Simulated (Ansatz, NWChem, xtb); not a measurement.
# How methods differ on CH5Sb (SMILES [CH3][SbH2])

CH5Sb: 7 atoms, total charge 0, spin state singlet. SMILES: `[CH3][SbH2]`. The shape is that of a PBE0-D4/def2-TZVP optimisation.

Quantity: the dipole moment, in D. The values are calculated.

| level | kind | program | value (D) | CPU time |
| --- | --- | --- | --- | --- |
| GFN2-xTB | semi-empirical | xtb | 1.05 | under 2 s |
| GFN0-xTB | semi-empirical | xtb | 2.96 | under 2 s |
| GFN1-xTB | semi-empirical | xtb | 1.95 | under 2 s |
| HF/def2-SVP (core potential) | Hartree–Fock | Ansatz | 0.73 | 2.7 s |
| SVWN5/def2-SVP (core potential) | LDA | NWChem | 0.80 | 6.3 s |
| PBE0/def2-SVP (core potential) | global hybrid | Ansatz | 0.73 | 6.3 s |
| CCSD/def2-SVP (core potential) | coupled cluster or CI | Ansatz | 0.68 | 20 s |

The values span 0.68 to 2.96 D. In the correlated wave-function rows the outer d shell of Sb is correlated, in sets not made for it. Magnitudes only: a small dipole may point the other way at some levels. Times are those of the runs behind each value, whatever else they computed, on shared processors of several kinds: orders of magnitude only.
